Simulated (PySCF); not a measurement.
A PySCF script (with the pyscf-properties extension) for the NMR shieldings of SMILES C=C[C@@H]1O[Si@H](F)O[SiH2]1, C$_{3}$H$_{7}$FO$_{2}$Si$_{2}$, on a GFN2-xTB geometry:

```python
import basis_set_exchange as bse
import numpy as np
from pyscf import gto, dft
from pyscf.prop import nmr

atoms = """
C     2.168896    0.436239   -0.572195
C     1.537520   -0.647249   -0.158154
C     0.068214   -0.880284   -0.264621
O    -0.545030    0.023044   -1.181593
Si   -1.684285    1.020293   -0.640739
F    -1.196800    2.540242   -0.707554
O    -1.797522    0.602024    0.937283
Si   -0.827355   -0.602855    1.441500
H     1.641471    1.235613   -1.063834
H     3.231492    0.555821   -0.450601
H     2.065729   -1.453825    0.334256
H    -0.104044   -1.890164   -0.655436
H    -2.955183    0.875476   -1.293488
H    -1.673757   -1.734072    1.795886
H     0.066241   -0.072317    2.457377
"""
names = dict.fromkeys(["C", "O", "Si", "F", "H"], "pcSseg-1")
basis = {el: gto.basis.parse(bse.get_basis(n, elements=[el], fmt="nwchem")) for el, n in names.items()}
mol = gto.M(atom=atoms, basis=basis, charge=0, verbose=0)
mf = dft.RKS(mol, xc="PBE0")
mf.grids.level = 2
mf.grids.alignment = dft.numint.BLKSIZE   # the property module wants whole blocks of grid points
mf.conv_tol = 1e-9
mf.kernel()

calc = nmr.RKS(mf)   # GIAO
C = mf.mo_coeff
Co = C[:, mf.mo_occ > 0]
resp = mf.gen_response(singlet=True, hermi=2)
def vind(x):   # induced exchange potential for any number of trial vectors
    d = np.einsum("pi,xij,qj->xpq", C, 2 * x.reshape(-1, C.shape[1], Co.shape[1]), Co, optimize=True)
    return np.einsum("xpq,pi,qj->xij", resp(d - d.transpose(0, 2, 1)), C, Co, optimize=True).ravel()
mo1, _ = nmr.rhf.solve_mo1(calc, with_cphf=vind)
sigma = calc.kernel(mo1)
for i, s in enumerate(sigma):   # ppm
    w = np.linalg.eigvalsh((s + s.T) / 2)
    print("%2d %-2s iso %8.1f  s11 %8.1f  s22 %8.1f  s33 %8.1f" % (i, mol.atom_pure_symbol(i), w.mean(), *w))
```

**Question.** Give the expected output.

**Answer.** 
```
 0 C  iso     71.1  s11    -40.9  s22     73.9  s33    180.2
 1 C  iso     41.1  s11    -79.1  s22     53.9  s33    148.6
 2 C  iso    113.9  s11     87.2  s22    101.3  s33    153.2
 3 O  iso    270.3  s11    211.5  s22    271.2  s33    328.3
 4 Si iso    391.6  s11    364.3  s22    395.0  s33    415.3
 5 F  iso    309.9  s11    257.9  s22    273.4  s33    398.5
 6 O  iso    269.9  s11    204.8  s22    275.0  s33    329.8
 7 Si iso    361.6  s11    335.2  s22    353.5  s33    396.2
 8 H  iso     25.9  s11     22.9  s22     23.9  s33     30.8
 9 H  iso     26.2  s11     23.7  s22     25.3  s33     29.6
10 H  iso     25.5  s11     24.1  s22     25.0  s33     27.5
11 H  iso     26.9  s11     22.4  s22     25.5  s33     32.7
12 H  iso     27.2  s11     23.3  s22     23.7  s33     34.5
13 H  iso     26.5  s11     23.1  s22     24.1  s33     32.5
14 H  iso     26.9  s11     24.0  s22     24.7  s33     32.1
```

These numbers come from an equivalent density-fitted implementation of the same equations, which agrees with the script to about 0.01 ppm for H and up to a few tenths of a ppm for heavy atoms, so last digits may differ.

**Question.** Turn these shieldings into chemical shifts. Shifts are taken against calculated references (same method and geometry level): 13C (σ = 186.93 ppm) and 29Si (σ = 349.16 ppm) and 1H (σ = 31.72 ppm) against TMS; 17O (σ = 336.08 ppm) vs H2O; CFCl3 for 19F (σ = 170.95 ppm).

**Answer.** Averaging equivalent atoms: C 1: 145.8; C 0: 115.9; C 2: 73.0; O 6: 66.2; O 3: 65.8; Si 7: -12.5; Si 4: -42.4; F 5: -139.0; H 10: 6.17; H 8: 5.85; H 9: 5.51; H 13: 5.17; H 11: 4.84; H 14: 4.79; H 12: 4.54 ppm. Unscaled 19F shifts against computed CFCl3 carry errors that often reach 10 to 50 ppm. Experimental scales use liquid or dissolved standards, which lie at an offset from isolated H2O (liquid H2O: subtract about 36 ppm).

Size and cost of the density-fitted run: 185 basis functions, 42 s wall time on 1 thread of an Arm Neoverse V1, shared host; peak memory 0.82 GiB.
